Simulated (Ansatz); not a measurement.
Geometry optimisation, Ansatz 0.2.0, RHF/def2-SVP.

The input (input.yaml):

```yaml
crystal:
  periodic: [false, false, false]
  atoms:
    - { symbol: Si, position_ang: [0.093538, -0.762484, -0.774792] }
    - { symbol: O, position_ang: [-0.036121, -0.469045, 2.095567] }
    - { symbol: Si, position_ang: [-1.070862, -0.078782, 3.341987] }
    - { symbol: H, position_ang: [-2.403172, -0.681496, 3.114678] }
    - { symbol: H, position_ang: [-0.548766, -0.568207, 4.637973] }
    - { symbol: H, position_ang: [-1.159727, 1.391706, 3.361392] }
    - { symbol: "N", position_ang: [1.510865, 0.065468, -0.379262] }
    - { symbol: H, position_ang: [2.238629, 0.216509, -1.055252] }
    - { symbol: H, position_ang: [1.640581, 0.540465, 0.492337] }
    - { symbol: Cl, position_ang: [-1.599508, 0.420454, -0.798373] }
    - { symbol: Cl, position_ang: [0.386254, -1.492177, -2.684407] }
    - { symbol: H, position_ang: [-0.228201, -1.904928, 0.078101] }
    - { symbol: H, position_ang: [0.083492, -1.398784, 1.852652] }
basis:
  gaussian: { orbitals: def2-SVP }
hamiltonian:
  xc: hf
relax:
  f_tol: 0.03
  max_steps: 50
```

Launched with:

```bash
$ ansatz run input.yaml --threads 4 --pin off --max-ram 5120MiB --backend cpu --events-out ev --progress --plain --runs-dir out
```

Where does it end, and by what steps?

It converged. After 18 steps the energy has fallen by 0.198 eV; H13 moved furthest, 0.89 Å.

```tsv
step	energy less start (eV)	largest force component (eV/Å)	accepted
0	0.0000	1.281	yes
1	-0.1008	0.301	yes
2	-0.1440	0.310	yes
3	-0.1585	0.624	yes
4	-0.1680	0.414	yes
5	-0.1747	0.231	yes
6	-0.1785	0.231	yes
7	-0.1866	0.087	yes
8	-0.1906	0.160	yes
9	-0.1937	0.061	yes
10	-0.1935	0.101	no
11	-0.1953	0.036	yes
12	-0.1959	0.064	yes
13	-0.1966	0.039	yes
14	-0.1970	0.043	yes
15	-0.1974	0.049	yes
16	-0.1976	0.065	yes
17	-0.1978	0.050	yes
18	-0.1979	0.026	yes
```

```xyz
13
Properties=species:S:1:pos:R:3
Si 0.066 -0.819 -0.976
O 0.168 -0.791 2.412
Si -1.009 0.030 3.260
H -2.337 -0.584 3.053
H -0.699 -0.007 4.709
H -0.988 1.419 2.774
N 1.432 -0.073 -0.316
H 1.935 0.634 -0.817
H 1.505 0.014 0.681
Cl -1.716 0.205 -0.643
Cl 0.338 -0.887 -3.023
H -0.150 -2.174 -0.474
H 0.362 -1.686 2.645
```

Whether the end is a true minimum wasn't checked by a vibrational analysis.

The run took 31 s on 4 threads of Arm Neoverse V1, with other jobs on the host, peak memory 0.34 GiB.
